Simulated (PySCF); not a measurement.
Input of a run (PBE0-D3(BJ)/def2-SVP geometry optimisation, gas phase (PySCF 2.14.0)), started from GFN2-xTB:
```
{"job": {"xc": "PBE0", "basis": "def2-SVP", "d3": "d3bj", "grid": 1, "kind": "geom"}, "charge": 1, "multiplicity": 1}
C     -1.585808    -1.748855    -1.514285
C     -1.184151    -1.497855    -0.128689
C     -0.349162    -0.559340     0.424796
C     -0.312505    -0.522769     1.935667
C      0.041318     0.722817    -0.418238
C     -0.033579     2.077454     0.239174
C     -1.478230     2.517304     0.453086
C      1.143995    -0.209028    -0.322498
C      1.529944    -1.088092    -1.475126
C      2.262908    -0.029073     0.655257
H     -1.124835    -2.680912    -1.855461
H     -1.342446    -0.958892    -2.217898
H     -2.660607    -1.936683    -1.540485
H     -1.660062    -2.167976     0.581449
H     -0.052668     0.455210     2.323403
H      0.399104    -1.247259     2.327510
H     -1.292331    -0.776431     2.333721
H     -0.486693     0.727416    -1.367278
H      0.515396     2.119416     1.177938
H      0.454307     2.774330    -0.448373
H     -2.018653     2.537570    -0.489862
H     -1.502669     3.516325     0.877208
H     -1.996320     1.845752     1.133213
H      1.695552    -2.115569    -1.156117
H      2.477947    -0.720868    -1.867800
H      0.813926    -1.074699    -2.288295
H      3.051288     0.527619     0.146893
H      1.994838     0.531117     1.542457
H      2.680290    -0.990078     0.949489
```

Output (energies in Eh, forces in Eh/bohr):
```
step   0  E = -391.47699358  max force = 0.014352
step   1  E = -391.48084118  max force = 0.008915
step   2  E = -391.48121835  max force = 0.001880
step   3  E = -391.48098363  max force = 0.004150
step   4  E = -391.48122564  max force = 0.002299
step   5  E = -391.48130313  max force = 0.001689
step   6  E = -391.48134322  max force = 0.001638
step   7  E = -391.48138879  max force = 0.001263
step   8  E = -391.48141911  max force = 0.001757
step   9  E = -391.48144247  max force = 0.001033
step  10  E = -391.48146070  max force = 0.000992
step  11  E = -391.48147001  max force = 0.000743
step  12  E = -391.48146998  max force = 0.000877
step  13  E = -391.48146969  max force = 0.000636
step  14  E = -391.48146964  max force = 0.000369
optimisation converged
```

Q: Summarise the run.

A: The energy falls by 0.122 eV over 15 energy and gradient evaluations, the largest force component goes from 0.0144 to 3.7e-04 Eh/bohr, and the atoms move by 0.114 Å rms after alignment. The bond that changes most is C3–C5 (fully substituted alkene carbon to allylic carbon), which shortens by 0.019 Å. Bonds longer at the end by more than 0.005 Å: 21 of 28; shorter: 4. Among the angles that change most is C3–C5–C8, from 68.4° to 77.4°. Among the dihedrals that turn most is C10–C8–C9–H24, from 67° to 53°. The energy rose by more than 1e-6 Eh at step 3. The first step brought 86 % of the lowering.

Q: What are the final bond lengths?

A: C1–C2 1.472 Å, C2=C3 1.372 Å, C3–C4 1.510 Å, C3–C5 1.565 Å, C5–C6 1.515 Å, C6–C7 1.519 Å, C5–C8 1.448 Å, C8–C9 1.490 Å, C8–C10 1.489 Å, C1–H11 1.106 Å, C1–H12 1.096 Å, C1–H13 1.103 Å, C2–H14 1.099 Å, C4–H15 1.096 Å, C4–H16 1.100 Å, C4–H17 1.099 Å, C5–H18 1.097 Å, C6–H19 1.100 Å, C6–H20 1.103 Å, C7–H21 1.101 Å, C7–H22 1.099 Å, C7–H23 1.101 Å, C9–H24 1.099 Å, C9–H25 1.105 Å, C9–H26 1.093 Å, C10–H27 1.105 Å, C10–H28 1.093 Å, C10–H29 1.099 Å. Numbering counts from 1 in the input's order; the species is `C[C+]([C@@H](/C(C)=C\C)CC)C`.

The run used 235 basis functions and 97 SCF cycles in all. Time: 15 min. Hardware: an Arm Neoverse N1 with one thread, on a shared host.

Not checked by PBE0-D3(BJ)/def2-SVP frequencies.

One conformer stands for the species.
